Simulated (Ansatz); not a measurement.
Born–Oppenheimer molecular dynamics of C$_{3}$H$_{10}$O$_{3}$Si (17 atoms, charge 0, multiplicity 1). It starts from a relaxed structure.

Theory: RHF/def2-SVP in Ansatz 0.2.0.

| Item | Value |
| --- | --- |
| ensemble | NVE (Milne-controlled integrator) |
| time step | 0.5 fs |
| steps asked | 150 |
| starting velocities drawn for | 300 K |
| seed | 166146 |

First frame:

```xyz
17
Properties=species:S:1:pos:R:3
Si -0.244 0.005 -0.023
O 0.296 0.049 1.538
H -0.314 0.190 2.243
O 1.035 -0.501 -0.903
C 2.183 -1.216 -0.568
H 2.057 -2.276 -0.800
H 3.021 -0.839 -1.154
H 2.425 -1.118 0.491
C -0.843 1.645 -0.643
H -1.740 1.965 -0.108
H -0.075 2.411 -0.518
H -1.091 1.580 -1.704
O -1.509 -1.036 -0.135
C -1.514 -2.422 -0.006
H -1.064 -2.744 0.938
H -2.545 -2.774 -0.028
H -0.971 -2.899 -0.826
```

(1) How far do the bonds stretch over the last three quarters of this one trajectory? (Pairs bonded in most of those frames.)

Results:

(1) 
```
   bond  mean (Å)  spread (Å)  shortest  longest
 Si1–O2     1.659       0.013      1.64     1.68
 Si1–O4     1.631       0.013      1.61     1.65
 Si1–C9     1.860       0.014      1.83     1.88
Si1–O13     1.647       0.020      1.61     1.68
  O2–H3     0.945       0.021      0.91     0.97
  O4–C5     1.396       0.012      1.38     1.42
  C5–H6     1.093       0.021      1.05     1.13
  C5–H7     1.096       0.046      1.03     1.16
  C5–H8     1.092       0.021      1.06     1.13
 C9–H10     1.094       0.036      1.04     1.15
 C9–H11     1.093       0.014      1.07     1.12
 C9–H12     1.094       0.009      1.08     1.11
O13–C14     1.400       0.025      1.36     1.44
C14–H15     1.093       0.008      1.08     1.11
C14–H16     1.090       0.002      1.09     1.10
C14–H17     1.092       0.003      1.09     1.10
```

Mean temperature of the second half: 155 K. The conserved energy stayed within 0.032 meV per atom of its start (net change -0.0038 meV per atom), so the integration is sound. Over the second half the temperature averaged 0.52 of the 300 K drawn at the start: a run that starts near a minimum puts about half its kinetic energy into the potential. A run of 0.075 ps of so small a system gives no equilibrium averages.

Run time: 4.3 min on 4 threads of Arm Neoverse V1, with other jobs on the host, peak memory 0.43 GiB.
